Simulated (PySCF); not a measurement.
# How the method changes the shape and vibrations of AlClGeH3O

Calculated results; nothing here was measured. The program is PySCF 2.14.0, an open-source quantum chemistry code, run on an isolated molecule that a program drew, which may never have been made. The molecule is AlClGeH3O (charge 0, doublet), drawn as the SMILES string `[OH][Al]([Cl])[GeH2]`.

The geometry was optimised and harmonic frequencies were computed with HF and MP2, all in the cc-pV(D+d)Z basis, for the commonest isotopes, with a restricted reference for singlets and an unrestricted one otherwise, and a frozen core in MP2. Germanium has the cc-pVDZ-PP basis, with a core potential (ECP10MDF) in place of its 10 inner electrons, and its 3s, 3p and 3d shells are frozen in MP2. Each result is a local minimum of its method.

Geometry at the HF minimum:
```xyz
7
AlClGeH3O, angstrom
O     2.2410   -0.3474    0.9113
Al    0.6226   -0.2209    0.4906
Cl   -0.7531   -1.6460    1.2315
Ge   -0.0848    1.4770   -1.0927
H     2.6788   -0.9806    1.4560
H     0.7805    2.7253   -1.2756
H    -1.5668    1.8527   -1.1549
```

Lengths of the bonds as drawn, in Å (atoms numbered as above):
| bond | HF | MP2 |
|---|---|---|
| O1-Al2 | 1.677 | 1.703 |
| Al2-Cl3 | 2.115 | 2.111 |
| Al2-Ge4 | 2.427 | 2.420 |
| O1-H5 | 0.943 | 0.965 |
| Ge4-H6 | 1.530 | 1.534 |
| Ge4-H7 | 1.530 | 1.534 |

Rotational constants, in GHz:
```
constant,HF,MP2
A,4.115,4.036
B,1.202,1.215
C,0.9322,0.9351
```

Harmonic frequencies in cm^-1, each column in rising order, so a row needn't be the same motion in every method:
| rank | HF | MP2 |
|---|---|---|
| 1 | 101 | 97 |
| 2 | 148 | 147 |
| 3 | 171 | 163 |
| 4 | 208 | 201 |
| 5 | 291 | 260 |
| 6 | 377 | 343 |
| 7 | 381 | 358 |
| 8 | 463 | 432 |
| 9 | 530 | 535 |
| 10 | 612 | ? |
| 11 | 914 | 873 |
| 12 | 935 | 887 |
| 13 | 2220 | 2181 |
| 14 | 2223 | 2196 |
| 15 | 4218 | 3918 |

**Estimate the missing MP2 frequency from the HF column.**

A single factor s that minimises the squared misfit of MP2 against s times HF over the other rows is sum(HF x MP2) / sum(HF^2) = 0.9492, with an rms misfit of 39 cm^-1. For rank 10 it gives 0.9492 x 612 = 581 cm^-1. The calculation gives 638 cm^-1, 57 cm^-1 above the estimate. The drawn bonds are on average 0.7 % longer in MP2 than in HF.
